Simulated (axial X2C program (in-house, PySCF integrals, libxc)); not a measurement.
Potential curves of PSe⁺, without spin–orbit coupling

Computed with an in-house relativistic program for diatomic molecules. Spin-free means the one-electron spin-free X2C Hamiltonian. Basis: Se dyall-cv3z [8s9p6d4f1g], P dyall-v3z [8s7p2d1f] (cores contracted in-house); Gaussian nuclei, density fitting, unrestricted open shells. Masses: Se 79.917 u, P 30.974 u.

State: M_S = 0, Λ = 0 (closed shell). Energies in eV from the fragments at the same level (Se+ + P). Fits are polynomials in 1 − R0/R over 0.85 to 1.23 times the lowest point R0.

```
 R (Å)      M06      MP2     CCSD
1.7043  -4.0252  -3.1736         
1.7827  -5.0443  -4.2849  -3.9748
1.8415  -5.4797  -4.7896  -4.4454
1.9002  -5.7016  -5.0824  -4.6974
1.9590  -5.7583  -5.2144  -4.7808
2.0276  -5.6661  -5.2171  -4.7164
2.0961  -5.4483  -5.1038  -4.5243
2.1843  -5.0407  -4.8463  -4.1486
2.2920  -4.4245  -4.4336         
2.4487  -3.4286  -3.7268
```

Correlated methods: 10 electrons correlated (number of frozen shells: Se 3 s, 2 p, 1 d; P 2 s, 1 p), 184 virtual spin orbitals or spinors in MP2, 88 natural virtuals in coupled cluster.

The state is a single determinant with fixed occupations, the lowest that a limited PBE0 search found. The closed shell is kept restricted, so the energy runs too high when the bond is stretched far. Dissociation energies refer to the lowest single-determinant-based atoms at the same level and basis. CCSD ran in a truncated set of natural virtual spinors with an MP2 remainder; without triples it tends to underbind. Coupled cluster ran on the points near the minimum only. MP2 and coupled cluster on one determinant become unreliable at the stretched end.

Fit the M06 curve near its minimum: give the equilibrium distance, the harmonic wavenumber and the well depth.

At M06, spin-free: Re = 1.953 Å, ωe ≈ 677 cm⁻¹, De = 5.76 eV to Se+ + P; Be follows as 0.198 cm⁻¹.

Fit the MP2 curve near its minimum: give the equilibrium distance, the harmonic wavenumber and the well depth.

At MP2, spin-free: Re = 1.994 Å, ωe ≈ 598 cm⁻¹, De = 5.23 eV to Se+ + P; Be follows as 0.19 cm⁻¹.

Fit the CCSD curve near its minimum: give the equilibrium distance, the harmonic wavenumber and the well depth.

At CCSD, spin-free: Re = 1.965 Å, ωe ≈ 666 cm⁻¹, De = 4.78 eV to Se+ + P; Be follows as 0.196 cm⁻¹.
